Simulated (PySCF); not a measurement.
BF4, SMILES F[B-](F)(F)F, charge -1. Geometry optimised at PBE-D3(BJ)/def2-SVPD.

Computed equilibrium geometry at PBE-D3(BJ)/def2-SVPD (PySCF confirms it by a frequency run) as Cartesian coordinates in Å, and its point group:
point group Td.
```xyz
5

F      0.8227    -0.8227     0.8227
B      0.0000     0.0000     0.0000
F     -0.8227    -0.8227    -0.8227
F     -0.8227     0.8227     0.8227
F      0.8227     0.8227    -0.8227
```
Charge -1, spin multiplicity 1.
